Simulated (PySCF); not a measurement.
# Radial density of F⁺ (fluorine, charge +1)

PBEsol, [He] 2s2 2p4, high-spin 3P determinant. All numbers are calculated (PySCF 2.14, the non-relativistic Hamiltonian (point nucleus), in aug-cc-pwCVDZ (5s4p2d, 27 functions)).

```csv
r (bohr),4πr²ρ (e/bohr),4πr²(ρα − ρβ)
0.00373,0.07300,-0.0001
0.00628,0.1982,-0.0001
0.0106,0.5174,-0.0004
0.0178,1.289,-0.0008
0.0299,2.932,-0.0013
0.0503,5.779,0.0007
0.0846,8.914,0.0206
0.142,9.302,0.1336
0.239,5.735,0.5352
0.402,4.125,1.3440
0.677,5.877,1.9663
1.14,3.882,1.2256
1.92,0.7208,0.2111
3.22,0.02954,0.0094
5.42,2.289e-05,0.0000
```
